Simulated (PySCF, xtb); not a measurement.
GeS, SMILES [S]=[Ge] (connectivity only; charge and spin as stated), neutral, multiplicity 1.

GFN2-xTB run with xtb 6.7.1 at its own geometry gives an orbital gap of 3.09 eV and a dipole moment of 5.10 D.

Coordinates come from a B3LYP-D3(BJ)/def2-TZVP optimisation.

Q: What does CAM-B3LYP/def2-TZVPD (PySCF) give? (An estimate is asked for; the answer gives what the named calculation found.)

A: gap 7.69 eV (levels -9.14 and -1.45 eV), dipole 2.42 D.
